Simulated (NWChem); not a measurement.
# CH3ClO2Si; SMILES O[Si@@H](Cl)C=O

```xyz
8

O     -0.8634     2.4058    -0.1441
C     -0.2657     1.5616     0.4949
Si     0.3986    -0.0186    -0.3696
O      1.9082    -0.2659     0.2532
Cl    -0.8850    -1.5905     0.0970
H     -0.1069     1.6937     1.5917
H      0.3747     0.1308    -1.8406
H      2.4324    -1.0144    -0.0665
```
Atoms are numbered in this order, from 1.

Program: NWChem. Medium grid unless said otherwise, to which SCAN and Minnesota functionals are sensitive. Coordinates come from a B3LYP/6-31G* (spherical d) optimisation.

Order these by “dipole (D)”, lowest first: B3LYP/def2-TZVP; PBE/def2-TZVP; M06-2X/def2-TZVP.

PBE/def2-TZVP (2.66), B3LYP/def2-TZVP (2.82), M06-2X/def2-TZVP (2.88)
